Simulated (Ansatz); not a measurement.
A nudged elastic band was laid between two geometries of BH3O + BrH (7 atoms, charge 0, multiplicity 1).

Level of theory: Ansatz 0.2.0, RKS BHLYP-D4/def2-SVP.

```yaml
movable_images: 8
climbing_image: no
spring: 5.0 eV/Å²
optimiser: quadratic models (default)
start_path: through a guess of the saddle point
force_threshold: 0.05 eV/Å
iteration_limit: 60
end_points: relaxed
```

First end point:

```xyz
7
Properties=species:S:1:pos:R:3
B -0.131 -0.484 -0.026
O -0.489 0.161 1.098
H -1.118 -0.303 1.647
H 0.655 0.064 -0.742
H -0.593 -1.565 -0.275
Br 0.730 3.238 1.851
H 0.194 1.945 1.587
```

Last end point:

```xyz
7
Properties=species:S:1:pos:R:3
B 0.007 0.367 0.052
O -0.161 -0.102 1.606
H -1.041 0.140 1.912
H 1.136 0.073 -0.218
H -0.892 -0.185 -0.513
Br -0.259 2.366 0.153
H 0.459 0.396 2.148
```

Question: What changes between the two ends?

Answer: Bonds broken: Br6–H7. Bonds formed: B1–Br6, O2–H7. BH3O + BrH becomes BBrH4O.

Question: What energy profile does the band end with?

Answer: The run converged. The highest image is number 6 of 0 to 9, 23.3 kcal/mol above the first end and 19.0 kcal/mol above the last; the last end lies 4.3 kcal/mol above the first. No image climbed, so the highest image needn't sit at the top of the path. The orbitals stay closed-shell, which can raise the energy where a bond breaks towards radicals; this wasn't checked here.

```json
{"image": "0", "path coordinate (Å)": "0.00", "energy (kcal/mol)": "0.0", "Br6–H7 (Å)": "1.42", "B1–Br6 (Å)": "4.26", "O2–H7 (Å)": "1.97"}
{"image": "1", "path coordinate (Å)": "0.53", "energy (kcal/mol)": "0.2", "Br6–H7 (Å)": "1.42", "B1–Br6 (Å)": "4.14", "O2–H7 (Å)": "1.98"}
{"image": "2", "path coordinate (Å)": "1.06", "energy (kcal/mol)": "0.6", "Br6–H7 (Å)": "1.42", "B1–Br6 (Å)": "3.98", "O2–H7 (Å)": "2.04"}
{"image": "3", "path coordinate (Å)": "1.59", "energy (kcal/mol)": "1.3", "Br6–H7 (Å)": "1.42", "B1–Br6 (Å)": "3.74", "O2–H7 (Å)": "2.13"}
{"image": "4", "path coordinate (Å)": "2.13", "energy (kcal/mol)": "2.4", "Br6–H7 (Å)": "1.42", "B1–Br6 (Å)": "3.40", "O2–H7 (Å)": "2.17"}
{"image": "5", "path coordinate (Å)": "2.66", "energy (kcal/mol)": "7.0", "Br6–H7 (Å)": "1.43", "B1–Br6 (Å)": "2.93", "O2–H7 (Å)": "1.86"}
{"image": "6", "path coordinate (Å)": "3.19", "energy (kcal/mol)": "23.3", "Br6–H7 (Å)": "1.61", "B1–Br6 (Å)": "2.47", "O2–H7 (Å)": "1.34"}
{"image": "7", "path coordinate (Å)": "3.72", "energy (kcal/mol)": "9.7", "Br6–H7 (Å)": "2.09", "B1–Br6 (Å)": "2.13", "O2–H7 (Å)": "0.99"}
{"image": "8", "path coordinate (Å)": "4.25", "energy (kcal/mol)": "4.8", "Br6–H7 (Å)": "2.63", "B1–Br6 (Å)": "2.02", "O2–H7 (Å)": "0.96"}
{"image": "9", "path coordinate (Å)": "4.78", "energy (kcal/mol)": "4.3", "Br6–H7 (Å)": "2.89", "B1–Br6 (Å)": "2.02", "O2–H7 (Å)": "0.96"}
```

Question: What is the geometry of the highest image?

Answer: 
```xyz
7
Properties=species:S:1:pos:R:3
B 0.027 0.004 0.178
O -0.089 -0.099 1.616
H -0.985 -0.268 1.906
H 1.126 -0.122 -0.255
H -0.965 -0.146 -0.465
Br 0.085 2.449 0.553
H 0.049 1.236 1.607
```

The run took 6.1 min on 1 thread of Arm Neoverse V1, on a shared host, peak memory 0.16 GiB.
